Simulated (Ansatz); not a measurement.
Born–Oppenheimer molecular dynamics of H8O2Si3 (13 atoms, charge 0, multiplicity 1). It starts from a relaxed structure.

These are results of RKS B3LYP/def2-SVP (Ansatz 0.2.0), not measurements.

```yaml
ensemble: NVE (velocity Verlet)
time_step: 1 fs
steps_asked: 150
starting_velocities_drawn_for: 500 K
masses: H 10 u
seed: 284934
```

First frame:

```xyz
13
Properties=species:S:1:pos:R:3
Si -0.062 -0.321 0.304
H 0.169 -0.262 1.777
Si 1.885 0.051 -0.960
H 2.938 -0.944 -0.595
H 1.595 -0.065 -2.420
H 2.419 1.421 -0.691
O -1.203 0.845 -0.015
Si -2.240 1.632 -1.046
H -3.466 0.810 -1.273
H -2.629 2.930 -0.429
H -1.581 1.891 -2.361
O -0.599 -1.836 -0.142
H -1.303 -2.236 0.384
```

Task: How far do the bonds stretch over the last three quarters of this one trajectory? (Pairs bonded in most of those frames.)

Result: 
```
   bond  mean (Å)  spread (Å)  shortest  longest
 Si1–H2     1.500       0.081      1.38     1.63
Si1–Si3     2.365       0.035      2.30     2.43
 Si1–O7     1.666       0.024      1.61     1.71
Si1–O12     1.672       0.034      1.61     1.74
 Si3–H4     1.494       0.014      1.47     1.52
 Si3–H5     1.494       0.012      1.47     1.52
 Si3–H6     1.496       0.032      1.45     1.55
 O7–Si8     1.663       0.027      1.61     1.72
 Si8–H9     1.490       0.015      1.46     1.52
Si8–H10     1.496       0.041      1.43     1.56
Si8–H11     1.499       0.072      1.39     1.61
O12–H13     0.967       0.034      0.91     1.02
```

Mean temperature of the second half: 253 K. The conserved energy stayed within 0.26 meV per atom of its start (net change 0.14 meV per atom), so the integration is sound. The temperature averaged 0.51 of the 500 K drawn at the start: a run that starts near a minimum puts about half its kinetic energy into the potential. A run of 0.15 ps of so small a system gives no equilibrium averages.

Run time: 4.5 min on 2 threads of Intel(R) Xeon(R) 6975P-C (Granite Rapids), on a shared host, peak memory 0.32 GiB.
